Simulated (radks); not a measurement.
Problem. The neodymium ion Nd4+, configuration [Kr] 4d10 4f2 5s1 5p6 5d1 (not the ground configuration). Calculated with a radial shooting solver on a logarithmic mesh with Libxc functionals: Dirac Kohn-Sham, PBE, spin-unpolarised, spherical densities, finite nucleus; open shells are shared between the two j in proportion to 2j + 1; Fermi nuclear charge, rms radius 4.9123 fm. Some entries of the table are withheld. Estimate them.

orbital      occ.  eigenvalue (eV)  <1/r> (bohr^-1)  r(max) (bohr)
1s1/2           2              (1)            66.04        0.01510
2s1/2           2        -7065.548            15.63        0.08566
2p1/2           2        -6687.460            15.61        0.06509
2p3/2           4        -6167.497            14.03        0.07053
3s1/2           2        -1578.392            5.663         0.2440
3p1/2           2        -1416.903            5.577         0.2309
3p3/2           4        -1313.135            5.181         0.2426
3d3/2           4        -1031.788            5.050         0.1942
3d5/2           6        -1009.373            4.950         0.1975
4s1/2           2        -358.3857            2.364         0.5646
4p1/2           2        -297.2359            2.261         0.5718
4p3/2           4        -274.4070            2.130         0.5964
4d3/2           4        -173.6277            1.920         0.6108
4d5/2           6        -169.5310            1.888         0.6188
5s1/2           1         -85.4047           0.9631          1.278
5p1/2           2         -67.3900           0.8720            (2)
5p3/2           4         -63.5127           0.8289            (3)
4f5/2    0.857143              (4)            1.430         0.6323
4f7/2     1.14286              (5)            1.419         0.6364
5d3/2         0.4         -37.9987           0.6449          1.754
5d5/2         0.6         -37.5038           0.6365          1.775

Solution. 
(1) 1s1/2 eigenvalue (eV): -43412.19
(2) 5p1/2 r(max) (bohr): 1.377
(3) 5p3/2 r(max) (bohr): 1.437
(4) 4f5/2 eigenvalue (eV): -53.4392
(5) 4f7/2 eigenvalue (eV): -52.9132
